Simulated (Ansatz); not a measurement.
Ansatz (an electronic-structure program) input (CCSD(T)/def2-SVPD):

Ansatz 0.2 input:
```yaml
crystal:
  periodic: [false, false, false]
  atoms:
    - {symbol: W, position_ang: [-0.00017704, 0.00002192, -0.02491765]}
    - {symbol: H, position_ang: [1.44210201, 0.00689977, 0.91176014]}
    - {symbol: H, position_ang: [-1.42900082, -0.00852219, 0.93214613]}
basis:
  gaussian:
    orbitals: def2-SVPD
magnetization: {spin_polarized: true, initial_magnetization: 4}
correlation: {method: ccsd_t, electrons: outside_noble_gas}
output: {forces: true}
```

End of the output:

```
mean field evaluation 64: about -1831.8275 eV, gradient 4.9e-2 eV
mean field -1836.13905671 eV, -67.4768657542 hartree, gradient 6.2e-6 eV, S^2 6.062494; 2 other end points of the search recorded, 0 dependent functions left out
determinant -1836.13905671 eV, -67.4768657542 hartree, with singles and doubles -1839.71492091 eV, -67.6082763397 hartree
determinant -1834.51212124 eV, -67.4170769786 hartree, with singles and doubles -1837.91377307 eV, -67.5420853777 hartree
determinant -1834.42763312 eV, -67.4139720975 hartree, with singles and doubles -1837.84368105 eV, -67.5395095433 hartree
4 core orbitals not correlated
reference -1836.13905671 eV, -67.4768657542 hartree; 6, 2 occupied and 41, 45 virtual orbitals, 484 factors
densities: 0.17 GiB planned
second order -2.94570375 eV of doubles, -0.00000000 eV of singles
coupled cluster: 0.14 GiB planned
cycle   1  -3.55499386 eV  change   -1.2e-1 eV  update   2.2e-2
cycle   2  -3.56625096 eV  change   -1.1e-2 eV  update   8.4e-3
cycle   3  -3.57163441 eV  change   -5.4e-3 eV  update   4.1e-3
cycle   4  -3.57636614 eV  change   -4.7e-3 eV  update   1.9e-3
cycle   5  -3.57758942 eV  change   -1.2e-3 eV  update   8.5e-4
cycle   6  -3.57787346 eV  change   -2.8e-4 eV  update   3.3e-4
cycle   7  -3.57787149 eV  change    2.0e-6 eV  update   1.5e-4
cycle   8  -3.57785055 eV  change    2.1e-5 eV  update   6.8e-5
cycle   9  -3.57785099 eV  change   -4.4e-7 eV  update   2.7e-5
cycle  10  -3.57785769 eV  change   -6.7e-6 eV  update   1.2e-5
cycle  11  -3.57786360 eV  change   -5.9e-6 eV  update   4.9e-6
cycle  12  -3.57786481 eV  change   -1.2e-6 eV  update   1.9e-6
cycle  13  -3.57786487 eV  change   -6.3e-8 eV  update   7.4e-7
perturbative correction -0.09905945 eV, -0.0036403675 hartree
the calculation of the forces begins
Total energy: -1839.81598103 eV, -67.6119902306 hartree
Atom 0 at    -0.000177     0.000022    -0.024918 Å, force    -0.001301     0.000161    -0.183040 eV/Å
Atom 1 at     1.442102     0.006900     0.911760 Å, force     0.157407     0.000761     0.090407 eV/Å
Atom 2 at    -1.429001    -0.008522     0.932146 Å, force    -0.156107    -0.000923     0.092633 eV/Å
Dipole moment:    -0.003630     0.000450    -0.510918 e Å
```

The spin state was set by rule; other spins were not relaxed.
